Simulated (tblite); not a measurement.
Species: C5H13AlN2S.
Atom-mapped SMILES: `[CH3:1][NH:2][AlH2-:3][S@+:4]([CH3:5])[CH2:6][CH2:7][C:8]#[N:9]` (hydrogens: H10, H11, H12 on C1; H13 on N2; H14, H15 on Al3; H16, H17, H18 on C5; H19, H20 on C6; H21, H22 on C7)
Bond orders are those of one Lewis drawing.

Computed with GFN2-xTB (tblite), gas phase: L-BFGS steps from a force-field or distance-geometry start until the largest atomic force falls under 0.01 eV/Å.

Step 53: E = -747.8190 eV
```
atom  x, y, z in Å  |  force x, y, z in eV/Å
C1      3.7800    0.6434   -0.5660    0.033  -0.017  -0.008
N2      2.5331   -0.1025   -0.4248    0.053   0.065   0.037
Al3     1.4644    0.3085    0.9513    0.002   0.023  -0.005
S4     -0.4699   -1.1137    0.3501   -0.039   0.028   0.090
C5     -0.5912   -0.7484   -1.4234   -0.028   0.008   0.023
C6     -1.6413    0.0813    1.0853   -0.025  -0.022  -0.020
C7     -3.1039   -0.3622    1.0063    0.013  -0.006  -0.024
C8     -3.6266   -0.1849   -0.3266    0.001  -0.017   0.001
N9     -4.0233   -0.0154   -1.3848    0.000  -0.027   0.025
H10     3.7901    1.4436    0.1785   -0.015  -0.055  -0.064
H11     3.8721    1.0946   -1.5613   -0.008  -0.003   0.067
H12     4.6594    0.0122   -0.3950   -0.024   0.023  -0.005
H13     2.5080   -0.8291   -1.1326    0.037  -0.024   0.011
H14     1.6700   -0.2604    2.3861   -0.050  -0.008  -0.045
H15     0.7049    1.6713    0.8512    0.035   0.035  -0.042
H16    -0.6315    0.3247   -1.5844    0.018   0.019   0.038
H17     0.3049   -1.1522   -1.8835   -0.027  -0.025  -0.007
H18    -1.4709   -1.2381   -1.8275   -0.041   0.051  -0.027
H19    -1.4987    1.0453    0.5942    0.007  -0.027   0.026
H20    -1.3228    0.1673    2.1272   -0.025  -0.017  -0.041
H21    -3.7157    0.2459    1.6833    0.077  -0.033  -0.010
H22    -3.2013   -1.4126    1.2959    0.007   0.028  -0.020
```

Step 54: E = -747.8210 eV
```
atom  x, y, z in Å  |  force x, y, z in eV/Å
C1      3.7738    0.6389   -0.5639    0.049  -0.007  -0.005
N2      2.5249   -0.1023   -0.4227    0.060   0.059   0.022
Al3     1.4554    0.3127    0.9498   -0.013   0.047  -0.017
S4     -0.4698   -1.1202    0.3442   -0.045   0.035   0.112
C5     -0.5836   -0.7423   -1.4252   -0.025  -0.006  -0.018
C6     -1.6380    0.0752    1.0841    0.007  -0.027  -0.014
C7     -3.1009   -0.3665    1.0104    0.033   0.003  -0.019
C8     -3.6230   -0.1851   -0.3223   -0.037  -0.035   0.038
N9     -4.0248   -0.0147   -1.3782    0.007  -0.021   0.004
H10     3.7875    1.4438    0.1745   -0.034  -0.041  -0.036
H11     3.8691    1.0853   -1.5604    0.005  -0.011   0.052
H12     4.6498    0.0057   -0.3846   -0.009   0.017  -0.024
H13     2.4986   -0.8260   -1.1331    0.031  -0.036   0.014
H14     1.6558   -0.2409    2.3889   -0.047  -0.023  -0.025
H15     0.6970    1.6753    0.8351    0.033   0.032  -0.039
H16    -0.6034    0.3318   -1.5832    0.017   0.025   0.047
H17     0.3041   -1.1617   -1.8866    0.005  -0.023  -0.012
H18    -1.4678   -1.2158   -1.8377   -0.075   0.055  -0.011
H19    -1.4934    1.0393    0.5928   -0.009  -0.035   0.029
H20    -1.3146    0.1606    2.1245   -0.027  -0.016  -0.033
H21    -3.7069    0.2423    1.6920    0.061  -0.028  -0.028
H22    -3.2002   -1.4168    1.3011    0.012   0.037  -0.037
```

Step 55: E = -747.8232 eV
```
atom  x, y, z in Å  |  force x, y, z in eV/Å
C1      3.7686    0.6346   -0.5617    0.049   0.004   0.002
N2      2.5178   -0.1009   -0.4210    0.045   0.023   0.003
Al3     1.4471    0.3174    0.9477   -0.027   0.066  -0.031
S4     -0.4706   -1.1249    0.3393   -0.030   0.019   0.089
C5     -0.5770   -0.7361   -1.4277   -0.008  -0.024  -0.039
C6     -1.6354    0.0689    1.0832    0.041  -0.020  -0.004
C7     -3.0977   -0.3708    1.0141    0.041   0.004  -0.011
C8     -3.6198   -0.1863   -0.3175   -0.068  -0.046   0.067
N9     -4.0257   -0.0151   -1.3715    0.005  -0.013  -0.033
H10     3.7852    1.4433    0.1701   -0.048  -0.009   0.011
H11     3.8660    1.0768   -1.5584    0.027  -0.009   0.006
H12     4.6399   -0.0004   -0.3743    0.031  -0.003  -0.039
H13     2.4910   -0.8244   -1.1319    0.025  -0.038   0.024
H14     1.6399   -0.2215    2.3907   -0.044  -0.038  -0.002
H15     0.6932    1.6805    0.8172    0.022   0.033  -0.036
H16    -0.5748    0.3385   -1.5825    0.018   0.031   0.055
H17     0.3016   -1.1724   -1.8902    0.024  -0.016  -0.008
H18    -1.4664   -1.1918   -1.8479   -0.107   0.055   0.007
H19    -1.4889    1.0333    0.5939   -0.021  -0.025   0.020
H20    -1.3075    0.1526    2.1217   -0.025  -0.013  -0.004
H21    -3.6977    0.2378    1.7000    0.033  -0.009  -0.031
H22    -3.1994   -1.4203    1.3059    0.019   0.025  -0.047
```

Step 56: E = -747.8252 eV
```
atom  x, y, z in Å  |  force x, y, z in eV/Å
C1      3.7626    0.6297   -0.5595    0.043   0.009   0.004
N2      2.5084   -0.0979   -0.4203    0.031  -0.023  -0.015
Al3     1.4365    0.3244    0.9450   -0.035   0.072  -0.041
S4     -0.4714   -1.1316    0.3352   -0.003  -0.001   0.013
C5     -0.5685   -0.7295   -1.4310   -0.024  -0.017  -0.054
C6     -1.6306    0.0609    1.0817    0.050  -0.004   0.013
C7     -3.0928   -0.3755    1.0185    0.033   0.005  -0.005
C8     -3.6179   -0.1883   -0.3107   -0.086  -0.044   0.062
N9     -4.0268   -0.0151   -1.3631    0.003  -0.011  -0.046
H10     3.7810    1.4427    0.1654   -0.053   0.021   0.055
H11     3.8644    1.0672   -1.5565    0.047  -0.012  -0.033
H12     4.6279   -0.0088   -0.3625    0.065  -0.012  -0.052
H13     2.4813   -0.8243   -1.1291    0.022  -0.024   0.042
H14     1.6215   -0.1999    2.3936   -0.043  -0.042   0.005
H15     0.6856    1.6867    0.7957    0.013   0.036  -0.029
H16    -0.5406    0.3475   -1.5794    0.020  -0.023   0.066
H17     0.3010   -1.1846   -1.8941    0.012  -0.001   0.000
H18    -1.4667   -1.1625   -1.8604   -0.074   0.076   0.052
H19    -1.4825    1.0251    0.5937   -0.032  -0.006   0.007
H20    -1.2982    0.1442    2.1181   -0.022  -0.009   0.029
H21    -3.6868    0.2324    1.7088    0.007   0.014  -0.025
H22    -3.1976   -1.4241    1.3102    0.027  -0.002  -0.048
```

**Question.** Estimate the geometry and energy of step 57. (The exact step hangs on the optimiser's Hessian estimate; all steps are aligned on step 56, rigid shifts and turns removed.)

**Answer.** E = -747.8275 eV, largest force 0.161 eV/Å
```
atom  x, y, z in Å  |  force x, y, z in eV/Å
C1      3.7636    0.6286   -0.5583    0.012   0.022   0.018
N2      2.5102   -0.0971   -0.4193   -0.023  -0.084  -0.022
Al3     1.4356    0.3304    0.9410   -0.033   0.054  -0.052
S4     -0.4734   -1.1274    0.3347    0.052  -0.074  -0.061
C5     -0.5703   -0.7257   -1.4331    0.035  -0.049   0.002
C6     -1.6317    0.0575    1.0834    0.059   0.020   0.020
C7     -3.0920   -0.3783    1.0195    0.010  -0.009   0.002
C8     -3.6177   -0.1924   -0.3084   -0.084  -0.038   0.064
N9     -4.0265   -0.0217   -1.3609   -0.017  -0.002  -0.092
H10     3.7828    1.4423    0.1632   -0.056   0.061   0.109
H11     3.8624    1.0661   -1.5528    0.080   0.004  -0.115
H12     4.6250   -0.0103   -0.3592    0.137  -0.045  -0.054
H13     2.4865   -0.8286   -1.1236    0.014  -0.011   0.052
H14     1.6052   -0.1933    2.3901   -0.037  -0.042   0.027
H15     0.7022    1.6976    0.7795   -0.024   0.048  -0.024
H16    -0.5255    0.3485   -1.5795    0.027   0.058   0.050
H17     0.2908   -1.1949   -1.8971    0.032  -0.001   0.002
H18    -1.4722   -1.1428   -1.8636   -0.151   0.037   0.043
H19    -1.4825    1.0238    0.6031   -0.035   0.041  -0.021
H20    -1.2991    0.1349    2.1185   -0.010  -0.002   0.089
H21    -3.6840    0.2270    1.7110   -0.030   0.056   0.000
H22    -3.1999   -1.4255    1.3108    0.042  -0.046  -0.040
```

The energy changes by -0.0022 eV. The first-order estimate −F·Δx gives -0.0041 eV and the mean of the old and new forces, exact on a quadratic surface, -0.0023 eV. The step makes an angle of 73° with the force vector and moves no atom by more than 0.026 Å.

The cost below is that of the whole relaxation. The run took 2.9 s of wall time on one thread of an Arm Neoverse N1, shared host with 64 logical CPUs at a one-minute load of 61.
